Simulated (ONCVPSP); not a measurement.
**Potentials for zinc (Zn) compared**

Generated with ld1.x 7.5 (TM, RRKJ, ultrasoft, PAW), atompaw 4.2 or ONCVPSP 4.0.1. The cutoff is in Ry: for ld1.x and atompaw files where the sum of valence levels is converged to 10 mRy in a Bessel basis, for ONCV files where the hardest occupied wave has 1 mHa per electron of residual kinetic energy. The error is the largest all-electron minus pseudo excitation energy over each file’s own four to seven test configurations (ionisations up to +4, promotions, holes and added fractions of an electron), all of which were solved. The labels leave out finer settings (local radius, basis sizes, second energies), which also bear on the numbers. Spin-polarised tests are not counted. The rows are a selection from randomly drawn settings: files with unsolved tests, undetermined cutoffs or missed reference levels are left out.

A true bound ghost makes a file unfit for plane-wave use even where its test errors are small: the radial tests pick states by their node count and pass the ghost by.

| potential | cutoff (Ry) | largest error (meV) | bound ghosts |
| --- | --- | --- | --- |
| ONCV, PBE, scalar-relativistic, rc 1.34/0.70/1.05 (spd), local smoothed, core correction no, reference 3s2 3p6 3d10 4s2, qcut 13.3/13.9/12.1, projectors 2/2/2 | 154 | +66 | none |
| ONCV, PBE, scalar-relativistic, rc 1.10/1.05/1.50 (spd), local smoothed, core correction no, reference 3s2 3p6 3d10 4s2, qcut 11.4/13.3/9, projectors 3/2/3 | 106 | +629 | none |
| ONCV, Wu-Cohen, scalar-relativistic, rc 1.15/1.15/0.75 (spd), local d, core correction yes, reference 3s2 3p6 3d10 4s1, qcut 12.9/10.5/11.2, projectors 2/2/0 | 632 | -17 | none |
| ONCV, LDA (Perdew-Zunger), scalar-relativistic, rc 0.90/1.00/0.70 (spd), local d, core correction yes, reference 3s2 3p6 3d10 4s2, qcut 13.5/13.3/14.7, projectors 2/2/0 | 1373 | -8.4 | none |
| ONCV, PBE, scalar-relativistic, rc 2.05/2.20/1.20 (spd), local smoothed, core correction yes, reference 3d10 4s2, qcut 3/3.8/14, projectors 1/2/2 | 149 | +29 | s |

(1) Fill in the row for Zn: ONCV, PBE, scalar-relativistic, rc 1.05/1.15/1.45 (spd), local smoothed, core correction yes, reference 3s2 3p6 3d10 4s1 4p1, qcut 10.2/11.4/8.8, projectors 2/2/2.

(2) Fill in the row for Zn: ONCV, PBE, fully relativistic, rc 1.25/1.15/1.20 (spd), local smoothed, core correction no, reference 3s2 3p6 3d10 4s2, qcut 12.8/14.3/11.1, projectors 2/2/2.

(3) Fill in the row for Zn: ONCV, LDA (Perdew-Wang 92), scalar-relativistic, rc 0.90/0.65/1.20 (spd), local smoothed, core correction yes, reference 3s2 3p6 3d10 4s2, qcut 14.2/12.7/14.1, projectors 2/1/2.

## Answers

(1) cutoff 96 Ry, largest error +151 meV, bound ghosts: none.

(2) cutoff 117 Ry, largest error +11 meV, bound ghosts: none.

(3) cutoff 180 Ry, largest error +39 meV, bound ghosts: none.
